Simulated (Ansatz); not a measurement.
Input file for Ansatz (an electronic-structure program): R-B3LYP-D3(BJ)/def2-TZVP on HF (SMILES F).

Ansatz 0.2 input:
```yaml
crystal:
  periodic: [false, false, false]
  atoms:
    - {symbol: F, position_ang: [0.46480000, 0.00000000, 0.00000000]}
    - {symbol: H, position_ang: [-0.46480000, 0.00000000, 0.00000000]}
basis:
  gaussian:
    orbitals: def2-TZVP
hamiltonian:
  xc: b3lyp
  dispersion: d3bj
relax: {f_tol: 0.004, max_steps: 120}
scf: {lower_state_search: off}
```

Output:

```
WARN ansatz: RAYON_NUM_THREADS=4 ignored (pool sized by the plan → 4); use --threads N
Functional definition: B3LYP
these checks for a lower state are left out or cut short: stability, starts, cluster_reference, orbital_swaps, neighbouring_geometries, increment
integrals: 0.00 GiB planned
200 factors; their error is unknown
mean field: 0.07 GiB planned
mean field evaluation 1: about -2732.9289 eV, gradient 3.4e1 eV
mean field evaluation 2: about -2730.8236 eV, gradient 5.3e1 eV
mean field evaluation 4: about -2734.4744 eV, gradient 1.4e-1 eV
mean field evaluation 8: about -2734.4840 eV, gradient 1.2e-2 eV
mean field evaluation 16: about -2734.4840 eV, gradient 3.0e-6 eV
mean field -2734.48395981 eV, -100.4904320231 hartree, gradient 3.0e-6 eV, S^2 0.000000; 0 other end points of the search recorded, 0 dependent functions left out
the calculation of the forces begins
reference -2734.48405042 eV, -100.4904353530 hartree; 5, 5 occupied and 32, 32 virtual orbitals, 200 factors
relax step   1: F+E_penalty+E_count = -2734.48885786 eV  Δ(F+E_penalty+E_count) = +0.000e0 eV  max|allowed force component| = 2.921e-1 eV/Å  Δτ_max = 0.0000 Å  (13 SCF iters, accepted)
these checks for a lower state are left out or cut short: stability, starts, cluster_reference, orbital_swaps, neighbouring_geometries, increment
integrals: 0.00 GiB planned
200 factors; their error is unknown
mean field: 0.07 GiB planned
mean field -2734.48467054 eV, -100.4904581419 hartree, gradient 3.9e-7 eV, S^2 0.000000; 0 other end points of the search recorded, 0 dependent functions left out
the calculation of the forces begins
reference -2734.48476090 eV, -100.4904614626 hartree; 5, 5 occupied and 32, 32 virtual orbitals, 200 factors
relax step   2: F+E_penalty+E_count = -2734.48956854 eV  Δ(F+E_penalty+E_count) = -7.107e-4 eV  max|allowed force component| = 6.587e-2 eV/Å  Δτ_max = 0.0020 Å  (19 SCF iters, accepted)
these checks for a lower state are left out or cut short: stability, starts, cluster_reference, orbital_swaps, neighbouring_geometries, increment
integrals: 0.00 GiB planned
200 factors; their error is unknown
mean field: 0.07 GiB planned
mean field evaluation 32: about -2734.4847 eV, gradient 4.0e-7 eV
mean field -2734.48470785 eV, -100.4904595133 hartree, gradient 4.0e-7 eV, S^2 0.000000; 0 other end points of the search recorded, 0 dependent functions left out
the calculation of the forces begins
reference -2734.48479814 eV, -100.4904628312 hartree; 5, 5 occupied and 32, 32 virtual orbitals, 200 factors
relax step   3: F+E_penalty+E_count = -2734.48960584 eV  Δ(F+E_penalty+E_count) = -3.730e-5 eV  max|allowed force component| = 8.773e-4 eV/Å  Δτ_max = 0.0006 Å  (19 SCF iters, accepted)
Total energy: -2734.48969613 eV, -100.4906428290 hartree
Atom 0 at     0.462248     0.000000    -0.000000 Å, force     0.000877    -0.000000    -0.000000 eV/Å
Atom 1 at    -0.462248    -0.000000     0.000000 Å, force    -0.000877     0.000000     0.000000 eV/Å
Dipole moment:    -0.402324     0.000000     0.000000 e Å
Checks for a lower state left out: stability, starts, cluster_reference, orbital_swaps, neighbouring_geometries, increment
```

Self-consistency was reached.

Cost: roughly 0.5 core-seconds.
